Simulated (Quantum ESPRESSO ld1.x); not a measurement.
The numbers below are computed, except where a source is named.
Q: The mean radii <r> (bohr) of the occupied orbitals of an atom or ion are listed with their occupations. Level of theory: scalar-relativistic Kohn-Sham, LDA (Slater exchange, Perdew-Zunger correlation), spin-polarised, spherical densities, point nucleus (ld1.x of Quantum ESPRESSO 7.5).

orbital  occ.      <r>
1s up       1  0.01774
1s down     1  0.01774
2s up       1  0.07493
2s down     1  0.07493
2p up       3  0.06729
2p down     3  0.06729
3s up       1   0.1940
3s down     1   0.1940
3p up       3   0.1946
3p down     3   0.1946
3d up       5   0.1763
3d down     5   0.1763
4s up       1   0.4321
4s down     1   0.4320
4p up       3   0.4597
4p down     3   0.4595
4d up       5   0.4892
4d down     5   0.4886
5s up       1   0.9911
4f up       7   0.5535
4f down     7   0.5493
5p up       3    1.131
5p down     3    1.127
5d up       4    1.472
6p up       1    2.613

Name the element and its charge. Open shells, if any, are filled with parallel spins first.

A: Z = 76, osmium, charge +4: Os4+ in [Kr] 4d10 4f14 5s1 5p6 5d4 6p1. The 1s radius gives Z: for a bare nucleus <r> = (2 gamma + 1)/(2Z) with gamma = sqrt(1 - (Z/c)^2), 0.01753 bohr for Z = 76, and screening makes it slightly larger (0.01774 here). The occupations add up to 72, and the charge is Z minus that.
